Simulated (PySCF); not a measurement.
Deuteron quadrupole couplings in `CC(C)CCC1CCCC1`

Species: C₁₀H₂₀.
Cartesian coordinates in Å at the PBE0-D3(BJ)/def2-SVP level; atoms count from 1:
```
atom  x, y, z in Å
C1     3.6629    1.5909   -0.0180
C2     2.7956    0.3549   -0.2287
C3     3.4642   -0.8799    0.3667
C4     1.3878    0.5843    0.3269
C5     0.3756   -0.5067    0.0058
C6    -1.0276   -0.2188    0.5197
C7    -1.7090    1.0152   -0.1040
C8    -3.2264    0.7189   -0.1059
C9    -3.3802   -0.6692    0.5346
C10   -2.0371   -1.3421    0.2775
H11    3.7875    1.8032    1.0572
H12    4.6679    1.4570   -0.4478
H13    3.2137    2.4830   -0.4821
H14    2.6969    0.1932   -1.3191
H15    4.4750   -1.0217   -0.0463
H16    3.5637   -0.7798    1.4609
H17    2.8947   -1.7996    0.1663
H18    1.4528    0.7121    1.4242
H19    1.0136    1.5466   -0.0632
H20    0.3296   -0.6515   -1.0902
H21    0.7146   -1.4694    0.4244
H22   -0.9669   -0.0618    1.6135
H23   -1.4629    1.9389    0.4406
H24   -1.3416    1.1565   -1.1345
H25   -3.8071    1.4859    0.4281
H26   -3.6103    0.7048   -1.1379
H27   -4.2390   -1.2330    0.1398
H28   -3.5344   -0.5709    1.6224
H29   -1.8567   -2.2260    0.9092
H30   -1.9716   -1.6740   -0.7750
```

Level: PBE0/pcSseg-1 (PySCF, non-relativistic); Q(2H) = 0.00286 b; rigid geometry, the same for H and D, with no vibrational averaging.

Problem. Tabulate Vzz, the asymmetry η and χzz = 234.96 MHz × Q × Vzz for every hydrogen position.

Solution. 
```json
{"atom": "H11", "bonded to": "C1", "bond length (Å)": "1.103", "Vzz (au)": "0.2886", "η": "0.02", "χzz (kHz)": "194"}
{"atom": "H12", "bonded to": "C1", "bond length (Å)": "1.101", "Vzz (au)": "0.2923", "η": "0.02", "χzz (kHz)": "196"}
{"atom": "H13", "bonded to": "C1", "bond length (Å)": "1.101", "Vzz (au)": "0.2921", "η": "0.02", "χzz (kHz)": "196"}
{"atom": "H14", "bonded to": "C2", "bond length (Å)": "1.107", "Vzz (au)": "0.2773", "η": "0.00", "χzz (kHz)": "186"}
{"atom": "H15", "bonded to": "C3", "bond length (Å)": "1.101", "Vzz (au)": "0.2925", "η": "0.02", "χzz (kHz)": "197"}
{"atom": "H16", "bonded to": "C3", "bond length (Å)": "1.103", "Vzz (au)": "0.2885", "η": "0.02", "χzz (kHz)": "194"}
{"atom": "H17", "bonded to": "C3", "bond length (Å)": "1.100", "Vzz (au)": "0.2940", "η": "0.02", "χzz (kHz)": "198"}
{"atom": "H18", "bonded to": "C4", "bond length (Å)": "1.107", "Vzz (au)": "0.2801", "η": "0.03", "χzz (kHz)": "188"}
{"atom": "H19", "bonded to": "C4", "bond length (Å)": "1.104", "Vzz (au)": "0.2835", "η": "0.03", "χzz (kHz)": "190"}
{"atom": "H20", "bonded to": "C5", "bond length (Å)": "1.106", "Vzz (au)": "0.2801", "η": "0.02", "χzz (kHz)": "188"}
{"atom": "H21", "bonded to": "C5", "bond length (Å)": "1.103", "Vzz (au)": "0.2855", "η": "0.03", "χzz (kHz)": "192"}
{"atom": "H22", "bonded to": "C6", "bond length (Å)": "1.107", "Vzz (au)": "0.2774", "η": "0.02", "χzz (kHz)": "186"}
{"atom": "H23", "bonded to": "C7", "bond length (Å)": "1.100", "Vzz (au)": "0.2928", "η": "0.01", "χzz (kHz)": "197"}
{"atom": "H24", "bonded to": "C7", "bond length (Å)": "1.103", "Vzz (au)": "0.2861", "η": "0.02", "χzz (kHz)": "192"}
{"atom": "H25", "bonded to": "C8", "bond length (Å)": "1.100", "Vzz (au)": "0.2923", "η": "0.01", "χzz (kHz)": "196"}
{"atom": "H26", "bonded to": "C8", "bond length (Å)": "1.101", "Vzz (au)": "0.2894", "η": "0.01", "χzz (kHz)": "195"}
{"atom": "H27", "bonded to": "C9", "bond length (Å)": "1.101", "Vzz (au)": "0.2926", "η": "0.01", "χzz (kHz)": "197"}
{"atom": "H28", "bonded to": "C9", "bond length (Å)": "1.103", "Vzz (au)": "0.2856", "η": "0.01", "χzz (kHz)": "192"}
{"atom": "H29", "bonded to": "C10", "bond length (Å)": "1.101", "Vzz (au)": "0.2918", "η": "0.00", "χzz (kHz)": "196"}
{"atom": "H30", "bonded to": "C10", "bond length (Å)": "1.106", "Vzz (au)": "0.2821", "η": "0.00", "χzz (kHz)": "190"}
```

Geometry: PBE0-D3(BJ)/def2-SVP, one conformer, isolated molecule. The basis is small and wasn't made for field gradients, so the couplings can be 20 % off.
